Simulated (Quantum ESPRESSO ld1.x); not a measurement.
Problem. The mean radii <r> (bohr) of the occupied orbitals of an atom or ion are listed with their occupations. All-electron calculation, non-relativistic Kohn-Sham, LDA (Slater exchange, VWN5 correlation), spin-polarised, spherical densities, point nucleus. Program: ld1.x of Quantum ESPRESSO 7.5.

orbital  occ.      <r>
1s up       1  0.03388
1s down     1  0.03388
2s up       1   0.1474
2s down     1   0.1474
2p up       3   0.1260
2p down     3   0.1260
3s up       1   0.4038
3s down     1   0.4036
3p up       3   0.3964
3p down     3   0.3962
3d up       5   0.3701
3d down     5   0.3698
4s up       1   0.9941
4s down     1   0.9920
4p up       3    1.063
4p down     3    1.062
4d up       5    1.296
6d up       1    6.545

Name the element and its charge. Open shells, if any, are filled with parallel spins first.

Solution. Z = 45, rhodium, charge +3: Rh3+ in [Kr] 4d5 6d1. The 1s radius gives Z: for a bare nucleus <r> = 1.5/Z, 0.03333 bohr for Z = 45, and screening makes it slightly larger (0.03388 here). The occupations add up to 42, and the charge is Z minus that.
